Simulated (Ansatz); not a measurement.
Na5O3. Charge 0, multiplicity 2. Geometry r2SCAN-D4/def2-SVP, basis def2-TZVP, Ansatz.

Cartesian coordinates in Å:
```
Na -1.527 -2.000 -0.658
Na 3.206 1.237 2.232
Na -1.807 0.737 -1.697
Na 1.380 -0.170 -0.801
Na -0.467 0.509 1.485
O -2.080 -0.141 0.226
O 1.626 0.614 1.154
O -0.333 -0.786 -1.942
```

| run | HOMO (eV) | LUMO (eV) |
| --- | --- | --- |
| A | -5.55 | 0.09 |
| B | -2.97 | -2.14 |
| C | -3.42 | -1.11 |
| D | -2.90 | -1.57 |

The structure comes from a short search, and lower isomers may exist.

HOMO and LUMO are taken over both spins.

The runs used HF, PBE, PBE0, r2SCAN. Estimate which is which.

A HF (100 % exact exchange); B PBE (0 % exact exchange); C PBE0 (25 % exact exchange); D r2SCAN (0 % exact exchange). Exact exchange lowers occupied and raises empty levels; among semilocal functionals meta-GGAs tend to open the gap a little, and such runs are hard to tell apart. The gap grows from 0.83 eV (PBE) to 5.63 eV (HF).
